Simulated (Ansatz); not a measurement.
Mulliken charges of `OC1(F)BC1` from ωB97M-V/def2-TZVPP in Ansatz (PBE0-D4/def2-TZVP geometry).

```
atom   x (Å)   y (Å)   z (Å)  charge (e)
  O1  -0.955   0.024   1.388      -0.279
  C2   0.089   0.272   0.547       0.264
  F3   0.735   1.452   0.838      -0.211
  B4   0.887  -0.887  -0.076      -0.026
  C5  -0.061  -0.022  -0.931      -0.307
  H6  -1.694   0.596   1.145       0.180
  H7   1.701  -1.744  -0.024       0.131
  H8   0.409   0.666  -1.633       0.126
  H9  -1.022  -0.402  -1.271       0.121
```

Problem. By hand: the dipole of these point charges (1 e Å = 4.8032 D).

Solution. Σ q r = (-0.024, -0.297, -0.288) e Å, of length 0.414 e Å = 1.99 D.

Problem. How does the dipole of the full density compare? (Best estimate.)

Solution. Computed: (-0.242, -0.102, -0.372) e Å, 2.19 D; the point charges give 0.91 times that, at 41° from its direction.

Point charges leave out the atoms' own dipoles, such as those of lone pairs, and Mulliken's split depends on the basis, so the two needn't agree.
